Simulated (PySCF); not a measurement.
PySCF input (BP86/6-31G* (5d)):

```python
from pyscf import gto, dft

mol = gto.M(
    atom='''
    F    -0.03138900    0.14495700    1.82106600
    Si   -0.00423300    0.01954800    0.24558300
    Cl    1.88985100   -0.41273100   -0.32593000
    Cl   -0.60101200    1.78635400   -0.54391200
    Cl   -1.26873600   -1.46646300   -0.29649600
    ''',
    basis='6-31g*',
    charge=0,
    spin=0,
    verbose=4,
)

mf = dft.RKS(mol, xc='bp86')
mf.grids.level = 3
mf.conv_tol = 1e-9
mf.max_cycle = 100
mf.max_memory = 1500
mf.kernel()
if not mf.converged:
    mf = mf.newton()
    mf.kernel(mf.make_rdm1())
mf.dip_moment()
```

Output:

```
PySCF version 2.14.0

[INPUT] verbose = 4
[INPUT] num. atoms = 5
[INPUT] num. electrons = 74
[INPUT] charge = 0
[INPUT] spin (= nelec alpha-beta = 2S) = 0
[INPUT] symmetry False subgroup None
[INPUT] Mole.unit = angstrom
[INPUT] Symbol           X                Y                Z      unit          X                Y                Z       unit  Magmom
[INPUT]  1 F     -0.031389000000   0.144957000000   1.821066000000 AA   -0.059316613324   0.273929029839   3.441315994757 Bohr   0.0
[INPUT]  2 Si    -0.004233000000   0.019548000000   0.245583000000 AA   -0.007999210685   0.036940366283   0.464084610849 Bohr   0.0
[INPUT]  3 Cl     1.889851000000  -0.412731000000  -0.325930000000 AA    3.571300806235  -0.779948553118  -0.615918435779 Bohr   0.0
[INPUT]  4 Cl    -0.601012000000   1.786354000000  -0.543912000000 AA   -1.135748077577   3.375719821521  -1.027844715864 Bohr   0.0
[INPUT]  5 Cl    -1.268736000000  -1.466463000000  -0.296496000000 AA   -2.397563564376  -2.771213441808  -0.560296237029 Bohr   0.0

nuclear repulsion = 449.307892311932
number of shells = 38
number of NR pGTOs = 231
number of NR cGTOs = 86
basis = 6-31g*
ecp = {}

******** <class 'pyscf.dft.rks.RKS'> ********
method = RKS
initial guess = minao
damping factor = 0
level_shift factor = 0
DIIS = <class 'pyscf.scf.diis.CDIIS'>
diis_start_cycle = 1
diis_space = 8
diis_damp = 0
SCF conv_tol = 1e-09
SCF conv_tol_grad = None
SCF max_cycles = 100
direct_scf = True
direct_scf_tol = 1e-13
XC library pyscf.dft.libxc version 7.1.2
    S. Lehtola, C. Steigemann, M. J. T. Oliveira, and M. A. L. Marques,  SoftwareX 7, 1–5 (2018)
XC functionals = bp86
    A. D. Becke,  Phys. Rev. A 38, 3098 (1988)
    J. P. Perdew,  Phys. Rev. B 33, 8822 (1986)
    J. P. Perdew,  Phys. Rev. B 34, 7406–7406 (1986)
radial grids:
    Treutler-Ahlrichs [JCP 102, 346 (1995); DOI:10.1063/1.469408] (M4) radial grids

becke partition: Becke, JCP 88, 2547 (1988); DOI:10.1063/1.454033
pruning grids: <function nwchem_prune>
grids dens level: 3
symmetrized grids: False
atomic radii adjust function: <function treutler_atomic_radii_adjust>
small_rho_cutoff = 0
Set gradient conv threshold to 3.16228e-05
Initial guess from minao.
tot grids = 90088
init E= -1770.77521349288
  HOMO = -0.34012752178843  LUMO = -0.0616135883681741  gap/eV = 7.57875
cycle= 1 E= -1770.11577875421  delta_E= 0.659  |g|= 0.66  |ddm|= 2.52
  HOMO = -0.276106778061732  LUMO = -0.0749868936542217  gap/eV = 5.47275
cycle= 2 E= -1769.8647410363  delta_E= 0.251  |g|= 1.36  |ddm|= 1.83
  HOMO = -0.291993634727592  LUMO = -0.0535222863722074  gap/eV = 6.48914
cycle= 3 E= -1770.20485501504  delta_E= -0.34  |g|= 0.137  |ddm|= 1.21
  HOMO = -0.30663459475805  LUMO = -0.0589810607412766  gap/eV = 6.73900
cycle= 4 E= -1770.20917469875  delta_E= -0.00432  |g|= 0.0482  |ddm|= 0.211
  HOMO = -0.306897973009405  LUMO = -0.0622297042362909  gap/eV = 6.65776
cycle= 5 E= -1770.20966395947  delta_E= -0.000489  |g|= 0.0153  |ddm|= 0.0647
  HOMO = -0.305663549011292  LUMO = -0.060327039735756  gap/eV = 6.67595
cycle= 6 E= -1770.20973015439  delta_E= -6.62e-05  |g|= 0.00167  |ddm|= 0.0195
  HOMO = -0.305669240450642  LUMO = -0.0603822471555615  gap/eV = 6.67460
cycle= 7 E= -1770.20973064347  delta_E= -4.89e-07  |g|= 0.000212  |ddm|= 0.00157
  HOMO = -0.305663644038378  LUMO = -0.0603723572861714  gap/eV = 6.67472
cycle= 8 E= -1770.20973067636  delta_E= -3.29e-08  |g|= 3.64e-05  |ddm|= 0.000225
  HOMO = -0.305663012553206  LUMO = -0.0603704567668895  gap/eV = 6.67475
cycle= 9 E= -1770.20973067672  delta_E= -3.61e-10  |g|= 2.84e-06  |ddm|= 4.5e-05
  HOMO = -0.305663846750308  LUMO = -0.0603712148341748  gap/eV = 6.67475
Extra cycle  E= -1770.20973067672  delta_E= 4.55e-13  |g|= 2.62e-06  |ddm|= 7.95e-06
converged SCF energy = -1770.20973067672
Dipole moment(X, Y, Z, Debye):  0.00355, -0.01635, -0.20543
```

The geometry given is a B3LYP-D3(BJ)/def2-TZVP minimum.
